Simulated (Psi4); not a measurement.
The Psi4 input:
```
memory 2 GB

molecule {
0 1
C    -2.25795120    0.05386956    0.94073573
C    -1.26978098    0.39462576    0.12046238
C     0.05117512   -0.18498454    0.18475535
C     1.02992716    0.16407603   -0.64065480
F     2.25128973   -0.38703690   -0.56416094
H    -2.12147919   -0.68698175    1.71103277
H    -3.23402574    0.50106430    0.87202048
H    -1.42648144    1.14089335   -0.64693955
H     0.23554162   -0.93335133    0.94224461
H     0.96461657    0.89618662   -1.43270185
}

set {
  basis def2-svp
  freeze_core true
}

energy('dlpno-mp2')
print_variables()
```

### Question
Estimate the MP2 correlation energy that Psi4 with DLPNO-MP2/def2-SVP returns for this input.

### Answer
-0.7079 Eh

### Question
What is the computed number of basis functions (DLPNO-MP2/def2-SVP)?

### Answer
95

### Question
What is the computed total energy (DLPNO-MP2/def2-SVP)?

### Answer
-254.284594 Ha

### Question
Predict the nuclear repulsion energy from DLPNO-MP2/def2-SVP.

### Answer
152.1379 Eh
